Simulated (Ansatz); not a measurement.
Reaction (ligand exchange at the Si–C bond): `Cl[SiH2]C1BN1` + `S[Si](Cl)(Cl)Cl` → `Cl[SiH2]S[Si](Cl)(Cl)Cl` + `B1CN1`

Gas-phase electronic energies from Ansatz, PBE0-D4/def2-TZVP geometries. CBS: MP2 limit from def2 TZ/QZ plus the TZ coupled-cluster correction, frozen cores. This one scheme is used for every species. Functionals use def2-TZVPP. Each species was taken in one conformer, which may not be the lowest.

Problem. Is it downhill or uphill in electronic energy at CCSD(T)/CBS, and by how much? (Best estimate.)

Solution. Ansatz gave: Downhill: ΔE = -62.4 kJ/mol.

Problem. What do these levels give: PBE-D4, r2SCAN-D4, PBE0-D4, ωB97M-V, B2PLYP, PBE, PBE0, HF/def2-TZVPP, SCS-MP2/def2-TZVPP, CCSD(T)/def2-TZVPP, HF/def2-QZVPP, CCSD/CBS(def2)? (Best estimate.)

Solution. Ansatz gave: PBE-D4 -65.3, r2SCAN-D4 -63.2, PBE0-D4 -65.9, ωB97M-V -61.6, B2PLYP -56.8, PBE -57.4, PBE0 -58.4, HF/def2-TZVPP -50.4, SCS-MP2/def2-TZVPP -60.2, CCSD(T)/def2-TZVPP -58.3, HF/def2-QZVPP -50.0, CCSD/CBS(def2) -60.0 kJ/mol.

Largest T1 diagnostic among the species: 0.013.

In def2-TZVPP, CCSD(T) changes the Hartree–Fock value by −7.8 kJ/mol (the triples alone add −2.3 kJ/mol) and MP2 by −14.3 kJ/mol. The D4 term adds −13.0 kJ/mol with B3LYP and −7.4 kJ/mol with PBE0; it sums over pairs of atoms, weighted by their polarisabilities, and B3LYP, whose exchange is more repulsive, gets the larger term.

B3LYP here is the variant with VWN-RPA as its local correlation; programs differ in this.
